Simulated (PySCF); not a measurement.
**Mn: ionisation energy**

Mn [Ar] 3d5 4s2 (6S) → Mn⁺ [Ar] 3d5 4s1 (7S), as a difference of total energies. Computed with PySCF 2.14 in x2c-TZVPPall (6s5p4d2f1g, 64 functions), with the spin-free X2C one-electron Hamiltonian (Gaussian nucleus). Correlated levels: valence: [Ar] frozen. The calculations carry no spin-orbit coupling.

Task: Order these methods by the ionisation energy they give, lowest first.
A. CCSD(T) (valence)
B. CCSD (valence)
C. MP2 (valence)
D. SCS-MP2 (valence)

Result: C (6.956 eV), D (7.158 eV), B (7.194 eV), A (7.264 eV).

Errors of the correlated levels include the incompleteness of this basis and the frozen core.

For comparison: 7.434 eV (measured; NIST Atomic Spectra Database, ionization energies).
